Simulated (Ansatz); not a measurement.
Reactions of C2H6O2Si (`COC(=O)[SiH3]`).

Gas-phase electronic energies from Ansatz, PBE0-D4/def2-TZVP geometries. CCSD(T)/CBS adds triple-zeta CCSD(T) − MP2 to the extrapolated MP2 energy (def2 sets, frozen cores). This one scheme is used for every species, atoms too. For atomizations the MP2-based limit and the directly extrapolated one differ by several kJ/mol either way, and by 10 to 25 for some Ge, Se and Sn compounds, so smaller differences from it don't rank the levels. Functionals use def2-TZVPP. Open shells (•) are unrestricted, without spin–orbit coupling. Spin–orbit coupling would lower the free atoms: a little for C, O, Si. Bonds to Mg are less sure, by a few kJ/mol each and by 10 to 20 or more in all where they break to atoms, as the def2 sets lack core-valence functions. One conformer a species, not always the lowest.

| reaction | CCSD(T)/CBS(def2) (kJ/mol) |
| --- | --- |
| `COC(=O)[SiH3]` → `C1OC[SiH2]O1` | -72 |
| `COC(=O)[SiH3]` → `CO[C]=O`• + `[SiH3]`• | 358 |
| `COC(=O)[SiH3]` → `OC1CO[SiH2]1` | ? |
| `COC(=O)[SiH3]` → 2 C• + 6 H• + 2 O• + Si• | 4153 |
| `COC(=O)[SiH3]` + `C[O][MgH]` → `[MgH][O][SiH3]` + `COC(C)=O` | -226 |

Q: Fill in the missing values. (Estimate.)

A: The calculation gave: `COC(=O)[SiH3]` → `OC1CO[SiH2]1`: -16.9 kJ/mol.

Largest T1 diagnostic: 0.020, for `CO[C]=O`•.
